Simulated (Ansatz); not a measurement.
The same ligand exchange along the group B, Al, Ga, In.

Computed with Ansatz on PBE0-D4/def2-TZVP structures; ΔE is electronic, products minus reactants. CCSD(T)/CBS adds triple-zeta CCSD(T) − MP2 to the extrapolated MP2 energy (def2 sets, frozen cores). This one scheme is used for every species. Elements past krypton have def2 core potentials. For Br, Ga, In outer-core shells are correlated without core-valence functions, which leaves a few kJ/mol of doubt a bond. Scalar relativity is left out up to krypton. Each species was taken in one conformer, which may not be the lowest.

**Question.** Order these by ΔE at CCSD(T)/CBS, lowest first. (An estimate is asked.)
A. `[NH2][GaH][NH2]` + HBr → `[NH2][GaH][Br]` + NH₃
B. `[NH2][InH][NH2]` + HBr → `[NH2][InH][Br]` + NH₃
C. `NBN` + HBr → `NBBr` + NH₃
D. `[NH2][AlH][NH2]` + HBr → `[NH2][AlH][Br]` + NH₃

**Answer.** B (-1.41 eV), A (-1.02 eV), D (-0.86 eV), C (+0.04 eV).

Largest T1 diagnostic: 0.015, for `[NH2][InH][NH2]`.
